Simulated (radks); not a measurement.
Results of a calculation; reference values are marked as such.
These are the eigenvalues of the occupied orbitals of an atom or ion with whole-number occupations (Ry). Level of theory: Dirac Kohn-Sham, PBE, spin-unpolarised, spherical densities, point nucleus (a radial shooting solver on a logarithmic mesh with Libxc functionals).

1s1/2: -514.9247
2s1/2: -60.84217
2p1/2: -52.54473
2p3/2: -51.62730
3s1/2: -7.53227
3p1/2: -5.11266
3p3/2: -4.99957
3d3/2: -1.17728
3d5/2: -1.16595
4s1/2: -0.90574

Which element is it, and in what charge state? The configuration may be excited. Open shells, if any, fill j = l - 1/2 first.

Answer. Z = 26, iron, charge +1: Fe+ in [Ar] 3d6 4s1. The list shows which subshells hold electrons but not how many an open one holds; the 1s level, -257.46 hartree, gives Z - s = 22.7 by -(Z - s)^2/2, which with screening and relativity narrows Z to a few neighbours, and the depths of the outer levels then fix element, charge and occupations together.
